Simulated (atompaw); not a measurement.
# What the settings do to the PAW (atompaw) potential of Gd

Base potential:

gadolinium (Gd), PAW, made with atompaw 4.2.0.5 (PBE, scalar-relativistic). Core [Xe], reference 4f7 5d1 6s1 6p0 (charge +1). Waves: 6s (bound): rc 3.00 bohr; 6s channel at 0.95 Ry: rc 3.00 bohr; 6p (bound, empty): rc 3.00 bohr; 6p channel at 0.2 Ry: rc 3.00 bohr; 5d (bound): rc 2.45 bohr; 5d channel at -0.15 Ry: rc 3.00 bohr; 4f (bound): rc 1.05 bohr; 4f channel at -0.5 Ry: rc 1.05 bohr. Local part: ultrasoft scheme with l = 4 at 0 Ry, radius 2.70 bohr. Core correction: smooth core density matched at 1.65 bohr. Augmentation charge: sinc compensation charge, radius 2.65 bohr; PAW radius 3.00 bohr; waves and projectors: custom rrkj vanderbiltortho.

All-electron outer shells of the reference configuration (PBE, scalar-relativistic, ld1.x):

```
shell  level (eV)  outermost node (bohr)  outermost maximum (bohr)
   5s      -56.08                   0.65                      1.20
   5p      -33.60                   0.70                      1.35
   4f      -15.03                      –                      0.56
   6s       -9.28                   1.60                      3.21
   5d       -8.40                   0.79                      1.92
   6p       -5.73                   1.90                      4.07
```

Cutoffs, loose and tight: the cutoffs (Ry, on a coarse ladder) from which the occupation-weighted sum of valence levels, in a spherical-Bessel basis at the reference potential, stays within 10 and 1 mRy of its value at 400 Ry. They see the waves, projectors and local potential, not the compensation charge or the core. A dash means not determined.

A true bound ghost makes a file unfit for plane-wave use even where its test errors are small: the radial tests pick states by their node count and pass the ghost by.

```tsv
change	outcome	cutoff, loose	cutoff, tight	bound ghosts
base	generated	180 Ry	300 Ry	p, s
core correction smooth core density matched at 1.48 bohr	generated	180 Ry	300 Ry	p, s
reference 4f7 5d1 6s1.5 6p0	generated	180 Ry	300 Ry	p, s
local potential ultrasoft scheme with l = 4 at 0 Ry, radius 2.20 bohr	failed: atompaw: The overlap operator has at least one negative eigenvalue!	–	–	–
augmentation sinc compensation charge, radius 2.98 bohr; PAW radius 3.00 bohr; waves and projectors: custom rrkj vanderbiltortho	generated	180 Ry	300 Ry	p, s
wave 6p (bound): rc 3.00 bohr becomes 6p (bound): rc 1.84 bohr	failed: atompaw: The overlap operator has at least one negative eigenvalue!	–	–	–
wave 5d channel at -0.15 Ry: rc 3.00 bohr becomes 5d channel at -0.41 Ry: rc 3.00 bohr	generated	180 Ry	300 Ry	p, s
core [Kr] 4d10, valence charge 18; reference 4f7 5s2 5p6 5d1 6s1.5 6p0; waves now 5s (bound): rc 2.35 bohr; 6s (bound): rc 2.70 bohr; 5p (bound): rc 1.95 bohr; 6p (bound): rc 2.70 bohr; 5d (bound): rc 2.70 bohr; 5d channel at 1.45 Ry: rc 2.70 bohr; 4f (bound): rc 1.15 bohr; 4f channel at 1.05 Ry: rc 1.15 bohr; local potential ultrasoft scheme with l = 4 at 0 Ry, radius 2.60 bohr; core correction smooth core density matched at 2.15 bohr; augmentation sinc compensation charge, radius 2.10 bohr; PAW radius 2.70 bohr; waves and projectors: custom rrkj vanderbiltortho	failed: atompaw: The overlap operator has at least one negative eigenvalue!	–	–	–
```

(1) What comes out with this change to the base: augmentation sinc compensation charge, radius 2.65 bohr; PAW radius 3.00 bohr; waves and projectors: custom polynom gramschmidtortho?

(2) What comes out with this change to the base: all radii scaled by about 1.16 (s 3.46, p 3.46, d 2.84, f 1.22 bohr); local potential ultrasoft scheme with l = 4 at 0 Ry, radius 3.12 bohr; augmentation sinc compensation charge, radius 3.06 bohr; PAW radius 3.46 bohr; waves and projectors: custom rrkj vanderbiltortho; core correction smooth core density matched at 1.90 bohr?

(3) What comes out with this change to the base: wave 4f (bound): rc 1.05 bohr becomes 4f (bound): rc 2.72 bohr?

## Answers

(1) outcome: generated; cutoff, loose: 180 Ry; cutoff, tight: 300 Ry; bound ghosts: s, p.

(2) outcome: generated; cutoff, loose: 120 Ry; cutoff, tight: 200 Ry; bound ghosts: none.

(3) outcome: generated; cutoff, loose: 18 Ry; cutoff, tight: 21 Ry; bound ghosts: p, s.
